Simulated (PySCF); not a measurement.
**Electron correlation in C(2+) (carbon, charge +2)**

[He] 2s1 3s1, high-spin 3S determinant (an excited configuration). Calculation: PySCF 2.14, in dyall-acv3z (15s9p4d2f, 76 functions); scalar relativity by spin-free X2C-1e. Frozen: nothing; 4 electrons correlated; the 5 highest virtual orbitals of each spin left out.

```csv
level,correlation energy (mhartree)
CCSD,-58.15
(T),-0.16
CCSD(T),-58.31
```

Diagnostics: T1 = 0.0061, D1 = 0.0172, largest double amplitude 0.083.

Q: Is a single reference adequate?

A: Mostly. T1 lies below 0.03, but a double amplitude of this size points to a near-degeneracy that CCSD handles and MP2 describes poorly.
